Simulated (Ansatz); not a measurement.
A made-up structure of MgSnH$_{3}$, doublet:

```json
{"atom": "Mg1", "x (Å)": "0.4724", "y (Å)": "-0.6727", "z (Å)": "-0.0171"}
{"atom": "Sn2", "x (Å)": "-1.1929", "y (Å)": "1.6996", "z (Å)": "0.0422"}
{"atom": "H3", "x (Å)": "-2.1449", "y (Å)": "3.0753", "z (Å)": "0.3438"}
{"atom": "H4", "x (Å)": "-1.3323", "y (Å)": "-0.1546", "z (Å)": "-0.3292"}
{"atom": "H5", "x (Å)": "0.6061", "y (Å)": "1.1892", "z (Å)": "0.3554"}
```

It is relaxed with PBE-D4/def2-SVP and then PBE0-D4/def2-TZVP (Ansatz 0.2.0). Atoms count as bonded within 1.22 times the sum of their covalent radii (H–H: 0.88 Å). The end point is not checked to be a true minimum.

Task: Does its bonding change? (A judgement: the text doesn't fix the answer.)

Result: By the calculation: Yes. Formed: Mg1–H3; broken: none.

Where it ends: The first stage lowers the energy by 2.04 eV in 14 steps. It ends as MgSnH₃ ([H]1[Mg]23[H][Sn]12[H]3):
```json
{"atom": "Mg1", "x (Å)": "-0.3038", "y (Å)": "-0.0402", "z (Å)": "1.0060"}
{"atom": "Sn2", "x (Å)": "-1.0853", "y (Å)": "1.9724", "z (Å)": "-0.7416"}
{"atom": "H3", "x (Å)": "-1.4629", "y (Å)": "1.6588", "z (Å)": "1.0495"}
{"atom": "H4", "x (Å)": "-1.3229", "y (Å)": "0.1308", "z (Å)": "-0.7728"}
{"atom": "H5", "x (Å)": "0.5832", "y (Å)": "1.4151", "z (Å)": "-0.1461"}
```

Labels in which every atom is bracketed show which atoms are joined, not bond orders.

For scale, one of the runs: PBE0-D4/def2-TZVP relaxation, 100 basis functions, launched by `ansatz run in.yaml --threads 2 --pin off --events-out ev --progress --plain --max-ram 4352MiB`. Hardware: 2 CPU threads of an Arm Neoverse V1, shared host. Wall time about 16 s.
